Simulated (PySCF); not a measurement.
H2Pb2, SMILES [PbH]#[PbH].

Geometry: PBE0-D3(BJ)/def2-TZVP. The def2 effective core potentials stand for the cores of Pb; spin–orbit coupling is left out.

Calculation: TDA-B3LYP/def2-TZVPD (PySCF 2.14.0).

Vertical excitations. Isolated molecule, no solvent. State labels are in the subgroup C2v.

| state | symmetry | energy (eV) | λ (nm) | f | main pairs |
|---|---|---|---|---|---|
| S1 | A2 | 1.69 | 734 | 0.000 | HOMO→LUMO 100 % |
| S2 | B2 | 2.28 | 543 | 0.031 | HOMO→LUMO+1 87 % |
| S3 | B1 | 3.29 | 377 | 0.001 | HOMO→LUMO+2 100 % |
| S4 | A1 | 3.41 | 363 | 0.057 | HOMO→LUMO+3 99 % |
| S5 | B2 | 3.81 | 326 | 0.323 | HOMO→LUMO+4 83 % |
| S6 | A2 | 4.46 | 278 | 0.000 | HOMO−1→LUMO 99 % |
| S7 | B2 | 4.78 | 259 | 0.055 | HOMO−1→LUMO+1 73 %, HOMO−2→LUMO 20 % |
| S8 | A1 | 5.07 | 245 | 0.284 | HOMO→LUMO+5 89 % |
| S9 | A2 | 5.21 | 238 | 0.000 | HOMO−2→LUMO+1 99 % |
| S10 | A1 | 5.28 | 235 | 0.032 | HOMO→LUMO+6 92 % |
| T1 | B2 | 1.31 | 945 | 0 | HOMO→LUMO+1 99 % |
| T2 | A2 | 1.34 | 925 | 0 | HOMO→LUMO 100 % |
| T3 | B1 | 3.02 | 410 | 0 | HOMO→LUMO+2 99 % |
| T4 | B2 | 3.19 | 389 | 0 | HOMO→LUMO+4 96 % |
Triplets are in the Tamm–Dancoff approximation.
